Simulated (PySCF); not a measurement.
Compound: C6H13PS.
Numbering: `[CH2:1]=[C:2]([CH3:3])[P:4]([CH3:5])[CH2:6][S:7][CH3:8]` (hydrogens: H9, H10 on C1; H11, H12, H13 on C3; H14, H15, H16 on C5; H17, H18 on C6; H19, H20, H21 on C8)

Method used: PBE0-D3(BJ)/def2-SVP geometry optimisation, gas phase in PySCF.

(1) Give the optimised bond lengths and angles.

Answers

(1) 
```
                  bond  length (bohr)
                 C1=C2          2.532
                 C2–C3          2.840
                 C2–P4          3.473
                 P4–C5          3.499
                 P4–C6          3.511
                 C6–S7          3.422
                 S7–C8          3.407
                 C1–H9          2.064
                C1–H10          2.070
C3–H11, C3–H12, C3–H13          2.082
C5–H14, C5–H15, C5–H16          2.079
        C6–H17, C6–H18          2.085
C8–H19, C8–H20, C8–H21          2.079
```

Bonds in one row agree within 0.02 bohr and their mean is given. A selection of angles:
```
   angle  degrees
C1–C2–C3    121.8
C1–C2–P4    124.1
C3–C2–P4    113.9
C2–P4–C5    100.2
C2–P4–C6    101.2
C5–P4–C6     99.3
P4–C6–S7    109.3
C6–S7–C8     99.2
```

Torsions: C1–C2–P4–C5 118° (anticlinal); C2–P4–C6–S7 176° (antiperiplanar); P4–C6–S7–C8 -172° (antiperiplanar). The mirror-image conformer, all signs reversed, is as good.

P4 (phosphine phosphorus) is pyramidal (angles 101.2°, 100.2° and 99.3°, sum 300.7°, 0.86 Å off the plane of its three neighbours). Of the pairs four or more bonds apart, C6···H9 is among the closest relative to their van der Waals radii: 2.59 Å, 89 % of the sum of Bondi's values. The 2 C–C bonds span 1.340 Å (C1=C2, drawn double) to 1.503 Å (C2–C3, drawn single), a spread of 0.163 Å.

Point group: C1 (no symmetry element, even within 0.4 Å). No PBE0-D3(BJ)/def2-SVP frequencies stand behind this structure, so it isn't proved a minimum. One conformer, not necessarily the lowest.

On one thread of an Arm Neoverse V1, no GPU (shared host), this took 2.0 min and 0.83 GiB of memory at its peak. These figures are those of the optimisation.
